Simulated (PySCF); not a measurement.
## Relaxation of triplet BeN₂

These are results of UPBE0 in PySCF with Be def2-TZVP, N def2-TZVP; no relativity; density-fitted integrals, not measurements. A (50,194) grid was used.

A hand-made side-on start, of C2v symmetry, held to at least that symmetry:

```xyz
3
charge 0 multiplicity 3, angstrom
Be    0.0000    0.0000   -1.2693
N     0.6000    0.0000    0.4085
N    -0.6000    0.0000    0.4085
```

Optimiser trace:
| step | E − E(last) (kJ/mol) | largest gradient (Eh/bohr) |
| --- | --- | --- |
| 0 | 9.23 | 0.05614 |
| 1 | 4.09 | 0.04343 |
| 2 | 0.61 | 0.00839 |
| 3 | 0.03 | 0.00225 |
| 4 | 0.00 | 0.00042 |
| 5 | 0.00 | 0.00004 |

It ends at C2v with Be–N 1.702 Å (×2), N–N 1.170 Å; Be–N–N 69.9° (×2), N–Be–N 40.2°. A frequency run shows a minimum. Other isomers or separated fragments may lie lower.

Final geometry:
Z-matrix (Å, degrees; charge 0 multiplicity 3):
```
Be
N  1 1.7016
N  2 1.1699 1 69.89
```
